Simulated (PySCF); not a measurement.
Tc2+ by CASSCF and spin-orbit coupling

The free ion Tc2+ in its d5 configuration.

Method (PySCF 2.14, density fitting): CASSCF(5,5) with orbitals averaged over all microstates of the shell, strongly contracted NEVPT2 on the averaged canonical orbitals; basis x2c-TZVPall; spin-free X2C; gas phase; spin-orbit coupling by state interaction with the mean-field operator over all roots.

## Spin-free states

```csv
2S+1,deg.,free-ion term,CASSCF / cm⁻¹,NEVPT2 / cm⁻¹
6,1,6S 1.00,0,0
4,9,4G 1.00,24197,21889
4,3,4P 1.00,28210,25024
4,5,4D 1.00,29863,26248
2,13,2I 1.00,34668,31867
2,5,2D 1.00,39501,34854
2,7,2F 1.00,40299,35944
4,7,4F 1.00,40351,36018
2,9,2G 1.00,43571,38747
2,11,2H 1.00,42728,38771
2,7,2F 1.00,46809,41224
2,1,2S 1.00,51665,45033
2,5,2D 1.00,57297,50535
2,9,2G 1.00,62963,55971
2,3,2P 1.00,76723,67157
2,5,2D 1.00,83153,73446
```

Energies are counted from the ground state at NEVPT2 level. Weights follow the labels.

Ligand-field fit:

| cm⁻¹ | CASSCF | NEVPT2 |
| --- | --- | --- |
| B | 809 | 692 |
| C | 3220 | 2939 |

Spin-orbit constant ζ = 870 cm⁻¹.

Spin-orbit levels:

```csv
E / cm⁻¹,deg.,J,make-up
0.0,6,5/2,0.99 6S
21714.5,6,5/2,0.97 4G
21859.2,8,7/2,0.99 4G
21904.7,12,11/2,0.99 4G
21946.5,10,9/2,0.99 4G
24045.6,6,5/2,0.68 4P + 0.28 4D
24366.5,4,3/2,0.72 4P + 0.28 4D
24807.8,2,1/2,0.85 4P + 0.15 4D
26192.9,8,7/2,0.98 4D
```

Only the lowest levels are listed: 62 of 252 states.

Magnetism:

The lowest spin-orbit level is 6-fold with J = 5/2; the next lies at 21714.5 cm⁻¹. μeff is 5.92 μB at 300 K and 5.92 μB at 10 K; the spin-only value is 5.92 μB.

```json
{"T / K": "2", "χT / cm³ K mol⁻¹": "4.376", "μeff / μB": "5.92"}
{"T / K": "5", "χT / cm³ K mol⁻¹": "4.376", "μeff / μB": "5.92"}
{"T / K": "10", "χT / cm³ K mol⁻¹": "4.376", "μeff / μB": "5.92"}
{"T / K": "20", "χT / cm³ K mol⁻¹": "4.376", "μeff / μB": "5.92"}
{"T / K": "30", "χT / cm³ K mol⁻¹": "4.376", "μeff / μB": "5.92"}
{"T / K": "50", "χT / cm³ K mol⁻¹": "4.376", "μeff / μB": "5.92"}
{"T / K": "75", "χT / cm³ K mol⁻¹": "4.376", "μeff / μB": "5.92"}
{"T / K": "100", "χT / cm³ K mol⁻¹": "4.376", "μeff / μB": "5.92"}
{"T / K": "150", "χT / cm³ K mol⁻¹": "4.376", "μeff / μB": "5.92"}
{"T / K": "200", "χT / cm³ K mol⁻¹": "4.376", "μeff / μB": "5.92"}
{"T / K": "250", "χT / cm³ K mol⁻¹": "4.376", "μeff / μB": "5.92"}
{"T / K": "300", "χT / cm³ K mol⁻¹": "4.376", "μeff / μB": "5.92"}
```

Powder magnetisation at 2 K: 1.83 μB at 0.5 T, 3.13 μB at 1 T, 4.30 μB at 2 T, 4.69 μB at 3 T, 4.93 μB at 5 T, 4.98 μB at 7 T.

The job took 11 s on one thread of AMD EPYC 7R43 64-Core Processor (shared host), with 63 basis functions, launched as `OMP_NUM_THREADS=1 python lf_run.py task.json out`.
